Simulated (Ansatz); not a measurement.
`C=CC[Se]C=C`. Charge 0, multiplicity 1. Correlated methods include outer-core shells of Se, which these sets cover unevenly. Scalar relativity is left out up to krypton.

```xyz
14

C     0.408    1.744    1.022
C    -0.739    1.128    0.771
C    -0.979   -0.322    0.978
Se   -1.590   -1.233   -0.642
C     0.010   -1.333   -1.634
C     1.235   -0.969   -1.279
H     0.525    2.809    0.858
H     1.270    1.209    1.407
H    -1.581    1.695    0.383
H    -1.806   -0.492    1.673
H    -0.101   -0.842    1.364
H    -0.178   -1.765   -2.612
H     1.464   -0.523   -0.321
H     2.060   -1.105   -1.969
```

Task: Give the diagnostics of a CCSD(T)/def2-TZVPP run (frozen core, the Gaussian-basis code of Ansatz). (Estimate.)

Result: Computed: T1 = 0.0108, largest single amplitude 0.016, largest double 0.036, (T) share of the correlation energy 4.4 %, 9 CCSD cycles. The RHF solution is stable towards an unrestricted one. T1 lies under the customary mark of 0.02 for closed shells.
